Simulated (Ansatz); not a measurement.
Ansatz results at the PBE0-D4/def2-TZVP geometry: HOMO energy (B3LYP/def2-TZVPP) -7.82 eV; HOMO energy (PBE/def2-TZVPP) -6.60 eV; LUMO energy (B3LYP/def2-TZVPP) -0.51 eV.

Each molecule was computed in one conformer, which needn't be the lowest.

Which molecule gave them?
A. `C#CC(=N)S`
B. `CNB(C)O`
C. `BCCBC`
D. `O[SiH2][O][ZnH]`

D. The others give `C#CC(=N)S`: -7.22, -6.31, -1.76; `BCCBC`: -7.96, -6.86, -1.19; `CNB(C)O`: -6.94, -5.78, 0.33.

B3LYP here is the variant with VWN-RPA as its local correlation; programs differ in this.
